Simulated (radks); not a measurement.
Values are calculated unless marked as measured or tabulated.
Q: Excited configurations of Pr3+: one electron is placed in a higher orbital outside [Xe] 4f1. The ground configuration is [Xe] 4f2. Level of theory: scalar-relativistic Kohn-Sham, r2SCAN, spin-unpolarised, spherical densities, finite nucleus; meta-GGA in the generalised Kohn-Sham scheme; Fermi nuclear charge, rms radius 4.8919 fm (a radial shooting solver on a logarithmic mesh with Libxc functionals). Excitation = E - E(ground); binding = E(ion) - E, where the ion is the core of charge +4; n* = 4/sqrt(2 binding) in atomic units, and the quantum defect is n - n*.

outer orbital  excitation (eV)  binding (eV)     n*  quantum defect  eigenvalue (eV)  <r> (bohr)
5d                       8.249        30.139  2.688           2.312          -25.281       2.185
6s                      12.736        25.652  2.913           3.087          -22.917       3.272
7s                      24.187        14.201  3.915           3.085          -12.702       5.847
7p                      26.389        11.999  4.259           2.741          -10.753       6.658
7d                      29.223         9.165  4.874           2.126           -8.135       8.302
7f                      32.212         6.176  5.937           1.063           -5.440       11.73

Estimate the row for 6f.

A: excitation (eV) 29.572; binding (eV) 8.816; n* 4.969; quantum defect 1.031; eigenvalue (eV) -7.658; <r> (bohr) 7.692. The Delta-SCF ionisation energy is 38.388 eV (NIST Atomic Spectra Database: 38.98 eV, semi-empirical). Self-interaction in the functional shifts the binding energies and quantum defects, so they are the method's values and not measured ones. Spin polarisation and multiplet splitting are left out, so open shells lie too high by an amount that depends on their filling. Spin-orbit splitting is averaged out at the scalar-relativistic level.

Beside tabulated values, note that spin-unpolarised runs miss the spin-polarisation part of the exchange energy of open shells.
